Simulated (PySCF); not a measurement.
Ge(F)(Cl)2(NH2) (Cl2FGeH2N), SMILES [F][Ge]([Cl])([Cl])[NH2]. Geometry optimised at PBE-D3(BJ)/def2-SVP. This is a generated structure with no PubChem entry under its InChIKey; it may be hypothetical. One conformer was computed; it need not be the lowest.

Computed equilibrium geometry at PBE-D3(BJ)/def2-SVP (PySCF confirms it by a frequency run) as Cartesian coordinates in Å (one conformer of several):
```xyz
7

N      1.9535    -0.3018     0.3855
Ge     0.1560    -0.0947     0.2071
F     -0.6111    -0.5560     1.7011
Cl    -0.2649     1.9804    -0.1549
Cl    -0.7888    -1.3307    -1.2930
H      2.2730    -1.2570     0.1845
H      2.4716     0.3590    -0.2058
```
Charge 0, spin multiplicity 1.
